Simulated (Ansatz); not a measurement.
Ansatz (a quantum-chemistry and plane-wave program) input (PBE/def2-TZVPD):

Ansatz 0.2 input:
```yaml
crystal:
  periodic: [false, false, false]
  atoms:
    - {symbol: F, position_ang: [-1.80537450, -1.26737164, 0.18433281]}
    - {symbol: C, position_ang: [-0.70303524, -0.51860568, 0.07300039]}
    - {symbol: C, position_ang: [-0.83437275, 0.86813706, 0.01451946]}
    - {symbol: N, position_ang: [0.24414809, 1.62940031, -0.09580131]}
    - {symbol: C, position_ang: [1.42611875, 1.00949840, -0.14601652]}
    - {symbol: C, position_ang: [1.52422660, -0.37213514, -0.08552505]}
    - {symbol: N, position_ang: [0.43952253, -1.14561407, 0.02580985]}
    - {symbol: H, position_ang: [-1.80754911, 1.34165226, 0.05765699]}
    - {symbol: H, position_ang: [2.30883328, 1.63037846, -0.23620272]}
    - {symbol: H, position_ang: [2.48376784, -0.87355749, -0.12637912]}
basis:
  gaussian:
    orbitals: def2-TZVPD
hamiltonian:
  xc: {name: PBE}
magnetization: {spin_polarized: true, initial_magnetization: 2}
```

Output:

```
Functional definition: PBE
integrals: 0.24 GiB planned
1404 factors; their error is unknown
0.50 GiB of the device are held for the grids
1.73 GiB of device memory are held for the factors and their scratch space
mean field: 2.04 GiB planned
mean field evaluation 1: about -9868.2814 eV, gradient 5.5e1 eV
mean field evaluation 2: about -9794.9312 eV, gradient 1.3e2 eV
mean field evaluation 4: about -9869.4194 eV, gradient 5.1e1 eV
mean field evaluation 8: about -9882.6212 eV, gradient 8.1e-1 eV
mean field evaluation 16: about -9882.5839 eV, gradient 2.1e-2 eV
mean field evaluation 32: about -9882.5838 eV, gradient 9.3e-6 eV
mean field evaluation 64: about -9880.7340 eV, gradient 9.6e0 eV
mean field evaluation 96: about -9882.4506 eV, gradient 8.9e-1 eV
mean field -9882.58384654 eV, -363.1782577046 hartree, gradient 9.3e-6 eV, S^2 2.006473; 7 other end points of the search recorded, 0 dependent functions left out
reference -9882.58389821 eV, -363.1782596034 hartree; 26, 24 occupied and 263, 265 virtual orbitals, 1404 factors
Total energy: -9882.58389821 eV, -363.1782596034 hartree
```

This state (charge 0, triplet) is run at the relaxed geometry of the species with charge 0 and multiplicity 1, and is a spin state other than that species' own.
